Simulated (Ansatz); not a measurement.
One change: `C#[C][In]([Cl])[Cl]` becomes `[Cl][In]([Cl])[Br]`.

Ansatz, PBE0-D4/def2-TZVP geometries, multiplicity 1. 

Elements past krypton have def2 core potentials. Scalar relativity is left out up to krypton. Spin–orbit coupling is left out; it splits and shifts lone-pair levels of the heavy atoms by tenths of an eV.

```csv
property,`C#[C][In]([Cl])[Cl]`
LUMO energy (ωB97M-V/def2-TZVPP) / eV,-0.37
HOMO energy (PBE/def2-TZVPP) / eV,-7.60
HOMO–LUMO gap (B3LYP/def2-TZVPP) / eV,6.25
HOMO–LUMO gap (ωB97M-V/def2-TZVPP) / eV,10.74
size of the dipole moment (B3LYP/def2-TZVPP) / D,2.64
"ideal-gas entropy at 298 K and 1 bar (rigid rotor, harmonic PBE0-D4/def2-TZVP) / J/(mol·K)",370
```

Question: What does the change do to each property? (An estimate is asked.)

Answer: The calculation gave: 
```json
{"property": "LUMO energy (ωB97M-V/def2-TZVPP) / eV", "`[Cl][In]([Cl])[Br]`": "-0.97", "shift": "-0.60"}
{"property": "HOMO energy (PBE/def2-TZVPP) / eV", "`[Cl][In]([Cl])[Br]`": "-7.67", "shift": "-0.07"}
{"property": "HOMO–LUMO gap (B3LYP/def2-TZVPP) / eV", "`[Cl][In]([Cl])[Br]`": "5.47", "shift": "-0.78"}
{"property": "HOMO–LUMO gap (ωB97M-V/def2-TZVPP) / eV", "`[Cl][In]([Cl])[Br]`": "10.22", "shift": "-0.52"}
{"property": "size of the dipole moment (B3LYP/def2-TZVPP) / D", "`[Cl][In]([Cl])[Br]`": "0.46", "shift": "-2.18"}
{"property": "ideal-gas entropy at 298 K and 1 bar (rigid rotor, harmonic PBE0-D4/def2-TZVP) / J/(mol·K)", "`[Cl][In]([Cl])[Br]`": "361", "shift": "-9"}
```

With PBE0 the HOMO falls by 0.14 eV and the LUMO falls by 0.86 eV, so the gap narrows by about 0.72 eV. PBE moves the HOMO by -0.07 eV and ωB97M-V by -0.08 eV. The zero-point energy changes by -46.0 kJ/mol with -6 modes. Dipoles are sizes alone; their direction can turn.

B3LYP here is the variant with VWN-RPA as its local correlation; programs differ in this.
